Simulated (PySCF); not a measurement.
First SCF of a structure search on triplet ClRuN, at a hand-made linear geometry. PySCF input:

```python
from pyscf import gto, scf, dft
mol = gto.M(atom='''
Ru     0.000000     0.000000     0.000000
N      0.000000     0.000000    -1.740000
Cl     0.000000     0.000000     2.240000''',
    basis={'Ru': 'def2-TZVP', 'N': 'def2-TZVP', 'Cl': 'def2-TZVP'},
    ecp={'Ru': 'def2-TZVP'},
    charge=0, spin=2)
mf = dft.UKS(mol, xc='PBE0')
mf.grids.atom_grid = (50, 194)
aux = {'Ru': 'def2-universal-JKFIT', 'N': 'def2-universal-JKFIT', 'Cl': 'def2-universal-JKFIT'}
mf = mf.density_fit(auxbasis=aux)
mf.conv_tol = 1e-08
mf.diis_space = 10
mf.max_cycle = 60
mf.init_guess = 'minao'
mf.verbose = 4
mf.kernel()
```

Excerpt of the output (cycles alone):

```
init E= -601.68725646077
cycle= 1 E= -608.33021568986  delta_E= -6.64  |g|= 1.71  |ddm|=  3.3
cycle= 2 E= -598.295149070153  delta_E=   10  |g|= 3.75  |ddm|= 4.67
cycle= 3 E= -609.118066065091  delta_E= -10.8  |g|= 0.935  |ddm|= 4.54
cycle= 4 E= -608.878524315871  delta_E= 0.24  |g|= 1.13  |ddm|= 0.897
cycle= 5 E= -609.422890858874  delta_E= -0.544  |g|= 0.627  |ddm|= 1.11
cycle= 6 E= -609.495236075655  delta_E= -0.0723  |g|= 0.518  |ddm|= 0.325
cycle= 7 E= -609.534474874718  delta_E= -0.0392  |g|= 0.415  |ddm|= 0.0876
cycle= 8 E= -609.592917507766  delta_E= -0.0584  |g|= 0.176  |ddm|= 0.181
cycle= 9 E= -609.605976469784  delta_E= -0.0131  |g|= 0.0243  |ddm|= 0.124
cycle= 10 E= -609.606576015761  delta_E= -0.0006  |g|= 0.0135  |ddm|= 0.0272
cycle= 11 E= -609.60710155  delta_E= -0.000526  |g|= 0.00817  |ddm|= 0.0279
cycle= 12 E= -609.607881404179  delta_E= -0.00078  |g|= 0.00691  |ddm|= 0.0497
cycle= 13 E= -609.608899378929  delta_E= -0.00102  |g|= 0.00844  |ddm|= 0.168
cycle= 14 E= -609.608985832503  delta_E= -8.65e-05  |g|= 0.0018  |ddm|= 0.0362
cycle= 15 E= -609.608989958853  delta_E= -4.13e-06  |g|= 0.000836  |ddm|= 0.00313
cycle= 16 E= -609.608994851906  delta_E= -4.89e-06  |g|= 0.00031  |ddm|= 0.00587
cycle= 17 E= -609.608995240414  delta_E= -3.89e-07  |g|= 0.000206  |ddm|= 0.00117
cycle= 18 E= -609.608995532041  delta_E= -2.92e-07  |g|= 6.18e-05  |ddm|= 0.0027
cycle= 19 E= -609.608995558268  delta_E= -2.62e-08  |g|= 8.33e-06  |ddm|= 0.000583
cycle= 20 E= -609.608995558325  delta_E= -5.71e-11  |g|= 1.8e-06  |ddm|= 1.29e-05
Extra cycle  E= -609.608995558326  delta_E= -9.09e-13  |g|= 2.67e-06  |ddm|= 4.58e-06
converged SCF energy = -609.608995558326  <S^2> = 2.3071471  2S+1 = 3.1982165
```

No lower solution of this spin was found from smeared starts or by a stability analysis within the unrestricted form.

With open d or f shells other occupations or spin states may lie lower.

The search for the lowest solution, 3 starts and the stability check together, took 18 s on 4 threads of a shared Arm Neoverse N1 host, with 108 basis functions; the process peaked at 0.42 GiB. Launch command: `OMP_NUM_THREADS=4 python axn.py task.json out`.
